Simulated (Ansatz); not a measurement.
`CC[Si]Br` + `[SiH3]N[SiH3]` → `[SiH3]N([SiH3])[Si]Br` + `CC`  (ligand exchange at the Si–C bond)

Calculated with Ansatz (gas phase, PBE0-D4/def2-TZVP geometries, no zero-point term in ΔE). CBS: MP2 limit from def2 TZ/QZ plus the TZ coupled-cluster correction, frozen cores. This one scheme is used for every species. Functionals use def2-TZVPP. For Br outer-core shells are correlated without core-valence functions, which leaves a few kJ/mol of doubt a bond. Scalar relativity is left out up to krypton. One conformer a species, not always the lowest.

```csv
species,RPA@PBE/def2-TZVPP energy (Eh)
`CC[Si]Br`,-2941.18654
`[SiH3]N[SiH3]`,-637.30732
`[SiH3]N([SiH3])[Si]Br`,-3498.65226
`CC`,-79.89114
```

Question: Work out ΔE.

Answer: ΔE = (-3498.65226) + (-79.89114) − (-2941.18654) − (-637.30732) = -0.04954 Eh = -130.1 kJ/mol. CCSD(T)/CBS gives -131.2 kJ/mol.

Largest T1 diagnostic among the species: 0.012.

Leaving LDA and LC-ωPBE aside and taking each functional with its dispersion term where it has one, the values, not all of them listed here, spread over 8.3 kJ/mol, from BHLYP-D4 to B97M-V. LDA lies −5.5 kJ/mol from PBE without D4. The D4 term adds −10.5 kJ/mol with B3LYP and −5.6 kJ/mol with PBE0; it sums over pairs of atoms, weighted by their polarisabilities, and B3LYP, whose exchange is more repulsive, gets the larger term. In def2-TZVPP, CCSD(T) changes the Hartree–Fock value by −12.0 kJ/mol (the triples alone add −3.7 kJ/mol) and MP2 by −17.6 kJ/mol.

B3LYP here is the variant with VWN-RPA as its local correlation; programs differ in this.
